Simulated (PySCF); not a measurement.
## Rh⁺: excitation energy

Rh⁺ [Kr] 4d8 (3F) → Rh⁺ [Kr] 4d7 5p1 (high-spin determinant), as a difference of total energies. All numbers are calculated (PySCF 2.14, a scalar-relativistic core potential, in aug-cc-pVDZ-PP with ECP28MDF (5s5p4d2f, 54 functions)). Correlated levels: valence: 4s2 4p6 frozen. The calculations carry no spin-orbit coupling.

```
           method  excitation energy (eV)
              UHF                   6.031
              LDA                   7.162
              PBE                   7.017
             PBE0                   6.992
           r2SCAN                   6.881
          wB97M-V                   7.195
           M06-2X                   7.377
          r2SCAN0                   6.903
             BP86                   7.053
    MP2 (valence)                   7.032
SCS-MP2 (valence)                   7.199
```

Question: How much does correlation contribute at MP2 (valence)?

Answer: 7.032 − (6.031) = 1.001 eV, measured against UHF.

The determinant of the upper state mixes LS terms, which raises its energy above the lowest term, most at the Hartree-Fock and MP2 levels.
